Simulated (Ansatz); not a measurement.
Species: sum formula H7Si2N2O, charge 0, multiplicity 2. It need not be the lowest isomer of its formula. 
Structure (B3LYP-D3(BJ)/def2-TZVP (Ansatz, a program for electronic structure) minimum search):
SMILES: N[SiH2]O[SiH2][NH]
```xyz
12

N      1.2114     1.6992    -0.0968
Si     1.6224     0.0007    -0.0308
O      0.2797    -0.8880    -0.2528
Si    -1.3586    -0.6573    -0.2893
N     -1.9577     0.4558     0.8589
H      2.0100     2.3283     0.0145
H      2.2129    -0.2888     1.3001
H      2.5988    -0.3118    -1.1025
H     -1.6924    -0.1646    -1.6403
H     -1.9695    -1.9694    -0.0021
H     -2.1415     0.1827     1.8107
H     -1.7253     1.4348     0.7892
```
Charge 0, spin multiplicity 2.

Quantity: atomisation energy (electronic, to ground-state atoms); the coupled-cluster value holds the core correlation from cc-pwCVTZ, in kJ/mol. Correlated levels leave the core frozen unless marked. Open shells are spin-unrestricted. No spin-orbit coupling. Non-relativistic. CBS marks a two-point X^-3 extrapolation of the correlation energy; Hartree-Fock from the larger set.

Level to compare with: CCSD(T)/CBS(cc-pV(T+d)Z,cc-pV(Q+d)Z) plus the core term (Ansatz), 4111.6 kJ/mol. It is a level with limits of its own, and the differences hold the functionals' basis error too.

### Question
Rank these functionals by how close they come to CCSD(T)/CBS(cc-pV(T+d)Z,cc-pV(Q+d)Z), closest first: B97M-V/def2-TZVPD (Ansatz); B3LYP/def2-TZVPD (Ansatz); wB97M-V/def2-TZVPD (Ansatz).

### Answer
wB97M-V/def2-TZVPD (range-separated hybrid meta-GGA with VV10, 4107.1 kJ/mol, difference -4.5), B97M-V/def2-TZVPD (meta-GGA with VV10, 4096.6 kJ/mol, difference -15.0), B3LYP/def2-TZVPD (global hybrid, 4065.0 kJ/mol, difference -46.6)
